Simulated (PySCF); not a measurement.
C₄H₂F₃N₂O (charge -1).
Geometry (GFN2-xTB, Å), atoms numbered from 1 in this order:
```
atom  x, y, z in Å
F1    -1.923   -0.167    1.576
C2    -1.999   -0.230    0.228
F3    -1.954   -1.548   -0.065
F4    -3.288    0.123   -0.043
O5    -1.211    0.541   -0.436
C6     0.202    0.303   -0.261
C7     1.217    1.007   -0.860
N8     2.388    0.466   -0.432
C9     2.004   -0.513    0.383
N10    0.685   -0.669    0.534
H11    1.171    1.834   -1.544
H12    2.709   -1.147    0.895
```

The geometry is computed with GFN2-xTB (gas phase).

Masses are those of the commonest isotopes; rigid-rotor values at the optimised geometry. The values belong to one conformer with, in the numbering `[F:1][C:2]([F:3])([F:4])[O:5][c:6]1[cH:7][n:8][cH:9][n-:10]1`, C2–O5–C6–C7 -179°.

(1) Give the principal moments of inertia and the rotational constants in MHz.

(2) Classify the top.

(3) Is it planar, by Δ = Ic − Ia − Ib?

(4) Where do the levels up to J = 5 lie, in MHz?

Results:

(1) Ia = 138.10, Ib = 582.34, Ic = 633.00 u·Å²; 505379 MHz·u·Å²/I gives A = 3659, B = 867.8, C = 798.4 MHz.

(2) A near-prolate asymmetric top. Ray's parameter κ = (2B − A − C)/(A − C) = -0.951; −1 is the prolate and +1 the oblate limit.

(3) Not planar: Δ = Ic − Ia − Ib = -87.44 u·Å². For a rigid frame Δ = −2 Σ m c², so Σ m c² = 43.72 u·Å² lies off the ab plane: 0.00 from hydrogen and 43.72 from heavier atoms. The atom farthest from that plane is 1.08 Å away.

(4) Above 0(0,0):
J = 1: 1(0,1) 1666, 1(1,1) 4458, 1(1,0) 4527
J = 2: 2(0,2) 4997, 2(1,2) 7721, 2(1,1) 7929, 2(2,1) 16304, 2(2,0) 16305
J = 3: 3(0,3) 9991, 3(1,3) 12615, 3(1,2) 13031, 3(2,2) 21303, 3(2,1) 21309, 3(3,1) 35435, 3(3,0) 35435
J = 4: 4(0,4) 16643, 4(1,4) 19138, 4(1,3) 19833, 4(2,3) 27967, 4(2,2) 27986, 4(3,2) 42102, 4(3,1) 42102, 4(4,1) 61884, 4(4,0) 61884
J = 5: 5(0,5) 24949, 5(1,5) 27290, 5(1,4) 28332, 5(2,4) 36295, 5(2,3) 36340, 5(3,3) 50438, 5(3,2) 50438, 5(4,2) 70218, 5(4,1) 70218, 5(5,1) 95652, 5(5,0) 95652
The levels of one J sum to (2J + 1)J(J + 1)(A + B + C)/3.

No frequency check. Constants of a rigid frame at the computed geometry: no zero-point averaging, no centrifugal distortion.
